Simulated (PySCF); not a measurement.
## Magnetic susceptibility: `N#C[SiH2][SiH2][SiH2]O[SiH2]N`, CH10N2OSi4

Geometry:
```
atom   x (Å)   y (Å)   z (Å)
  N1   0.184   2.887   0.699
  C2  -0.811   2.316   0.654
 Si3  -2.346   1.255   0.580
 Si4  -1.688  -0.963   0.322
 Si5  -0.374  -1.438  -1.517
  O6   1.063  -0.731  -1.317
 Si7   2.462  -0.491  -0.522
  N8   2.073   0.360   0.919
  H9  -3.055   1.674   1.799
 H10  -3.084   1.850  -0.545
 H11  -2.958  -1.720   0.258
 H12  -1.109  -1.378   1.614
 H13  -0.138  -2.870  -1.745
 H14  -0.868  -0.836  -2.761
 H15   3.280   0.171  -1.537
 H16   2.993  -1.783  -0.096
 H17   2.801   0.469   1.606
 H18   1.566   1.232   0.838
```

Level of theory: PySCF, GIAO HF/pcSseg-1 magnetisability, rotational g tensor and spin-rotation constants, non-relativistic, gas phase. Geometry: GFN2-xTB.

How diamagnetic is it, and how anisotropic?

Isotropic -1655 × 10⁻³⁰ J/T², or -99.7 × 10⁻⁶ cm³/mol; principal values -1861, -1556, -1548 × 10⁻³⁰ J/T², anisotropy 309 × 10⁻³⁰ J/T² (root of half the summed squared differences of the principal values). The susceptibility is in cgs units.

Split it along the inertial axes a, b, c into diamagnetic and paramagnetic parts about the centre of mass, with the quadrupole moment.


| axis | χ (10⁻⁶ cm³/mol) | diamagnetic (10⁻⁶ cm³/mol) | paramagnetic (10⁻⁶ cm³/mol) | summed x² of all electrons (Å²) | quadrupole Θ (D Å) |
| --- | --- | --- | --- | --- | --- |
| a | -99.2 | -1195.4 | 1096.2 | 352.9 | +8.19 |
| b | -106.3 | -1748.9 | 1642.6 | 222.5 | -5.06 |
| c | -93.5 | -2441.1 | 2347.6 | 59.3 | -3.13 |

Anisotropies 2χaa − χbb − χcc = +1.4 and 2χbb − χaa − χcc = -19.9 × 10⁻⁶ cm³/mol. Θ is traceless in Buckingham's convention.

And the rotational g tensor?


| axis | rotational constant (GHz) | g | nuclear part | electronic part |
| --- | --- | --- | --- | --- |
| a | 1.1423 | -0.0280 | 0.5603 | -0.5883 |
| b | 0.7404 | -0.0130 | 0.5584 | -0.5714 |
| c | 0.5094 | -0.0123 | 0.5496 | -0.5619 |

Asymmetric top; isotopes 12C, 1H, 14N, 16O, 28Si; no vibrational averaging.
